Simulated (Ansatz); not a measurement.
CH$_{6}$BGa (`[BH2][GaH][CH3]`), charge 0, multiplicity 1.

Task: Give a relaxed structure at PBE0-D4/def2-TZVP (Ansatz). (Estimate.)

Result: Ansatz gave: 
Z-matrix (Å, degrees):
```
C
Ga 1 1.976
H 1 1.090 2 113.6
H 1 1.094 2 109.1 3 121.3
H 1 1.093 2 109.6 3 -122.0
B 2 2.069 1 125.0 3 -3.3
H 2 1.583 1 115.1 3 176.9
H 6 1.199 2 122.4 1 -90.0
H 6 1.199 2 122.3 1 90.4
```
Point group Cs.
This is one stationary point; other conformers may exist.
